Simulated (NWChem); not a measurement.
Species: disilylmethane (CH8Si2); SMILES C([SiH3])[SiH3]

Computed with NWChem. All runs use the structure optimised with PBE0/def2-SVP.

Diagonal of the polarisability tensor at BHandHLYP/def2-SVPD, static: 79.22, 61.22, 63.42 bohr³.

Problem. Find the mean polarisability volume, the molar refraction, and the refractive index that an ideal gas of it would have at 273.15 K and 1 atm.

Solution. 
1. Mean: one third of the trace = 67.95 bohr³ × 0.14818 Å³/bohr³ = 10.07 Å³.
2. Molar refraction (Lorentz-Lorenz): (4π/3) N_A α = 25.4 cm³/mol.
3. Number density p/kT = 2.687 × 10⁻⁵ Å⁻³; n − 1 = 2π N α = 17.00 × 10⁻⁴.
4. These hold the electronic response alone: vibrational and orientational terms add to the static dielectric constant.
